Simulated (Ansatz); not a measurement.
`BN(B)C` + `N[SiH](F)F` → `BN[SiH](F)F` + `BNC` at 500 K and 1 bar (ligand exchange at a B–N bond).

Program: Ansatz. Geometries: PBE0-D4/def2-TZVP. ΔE: electronic, gas phase. CCSD(T)/CBS adds triple-zeta CCSD(T) − MP2 to the extrapolated MP2 energy (def2 sets, frozen cores). This one scheme is used for every species. One conformer a species, not always the lowest.

| species | CCSD(T)/CBS energy (Eh) | H − E (kJ/mol) | S (J/(mol·K)) |
| --- | --- | --- | --- |
| `BN(B)C` | -146.59307 | 270.0 | 361.5 |
| `N[SiH](F)F` | -545.34917 | 143.1 | 355.2 |
| `BN[SiH](F)F` | -570.77155 | 183.8 | 394.2 |
| `BNC` | -121.18426 | 231.8 | 309.7 |

H − E and S are ideal-gas, rigid-rotor, harmonic terms from PBE0-D4/def2-TZVP, for one conformer and one mirror image of each species. 1 Eh = 2625.50 kJ/mol, R = 8.31446 J/(mol·K).

By hand: ΔE, ΔH, ΔS and ΔG.

ΔE = (-570.77155) + (-121.18426) − (-146.59307) − (-545.34917) = -0.01357 Eh = -35.6 kJ/mol. Δ(H − E) = 183.8 + 231.8 − 270.0 − 143.1 = 2.5, so ΔH = -33.1 kJ/mol. ΔS = 394.2 + 309.7 − 361.5 − 355.2 = -12.8 J/(mol·K). ΔG = -33.1 − 500 × (-12.8)/1000 = -26.7 kJ/mol.

By hand: the equilibrium constant, and the temperature at which ΔG would vanish if ΔH and ΔS stayed fixed.

log₁₀ K = −ΔG/(RT ln 10) = 2.8. ΔG = 0 at ΔH/ΔS = 2586 K, far beyond where these terms or the molecules hold.

The number of gas molecules stays the same, so ΔS is small and ΔH decides. A doubt of 5 kJ/mol in ΔE shifts log₁₀ K by 0.5 here. Other conformers and mirror images would add mixing entropy, several J/(mol·K) or more a flexible species. Modes under 60 cm⁻¹, often nearly free rotors, make the harmonic entropy too high. These are equilibria of isolated gas molecules and say nothing of rates. Largest T1 diagnostic: 0.012 (customary marks: 0.02 for closed shells, 0.045 for open ones).
